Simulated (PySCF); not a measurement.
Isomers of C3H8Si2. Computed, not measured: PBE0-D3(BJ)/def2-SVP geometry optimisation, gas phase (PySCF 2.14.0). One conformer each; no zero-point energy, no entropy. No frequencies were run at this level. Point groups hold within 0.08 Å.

**Question.** Rank from lowest to highest electronic energy at this level (kcal/mol).
A. `CC#C[SiH2][SiH3]`
B. `C[SiH2]C#C[SiH3]`

**Answer.** B (0.0), A (6.5).

As drawn, the higher has an Si–Si bond, which the lower lacks.

```json
{"SMILES": "C[SiH2]C#C[SiH3]", "E (Eh)": "-697.41234", "E rel (kcal/mol)": "0.0", "dipole (D)": "0.91", "point group": "Cs", "A, B, C (MHz)": "10979, 947.2, 895.4"}
{"SMILES": "CC#C[SiH2][SiH3]", "E (Eh)": "-697.40199", "E rel (kcal/mol)": "6.5", "dipole (D)": "1.66", "point group": "–", "A, B, C (MHz)": "6440, 1176, 1025"}
```

**Question.** How do the relative energies change in single points at PBE0/pcSseg-1 (no added dispersion term) on the same geometries?

**Answer.** 
| SMILES | PBE0-D3(BJ)/def2-SVP (kcal/mol) | PBE0/pcSseg-1 (kcal/mol) | shift |
| --- | --- | --- | --- |
| C[SiH2]C#C[SiH3] | 0.0 | 0.0 | 0.0 |
| CC#C[SiH2][SiH3] | 6.5 | 7.7 | +1.2 |

Each column counts from its own lowest isomer. The order is unchanged; the largest shift is 1.2 kcal/mol.
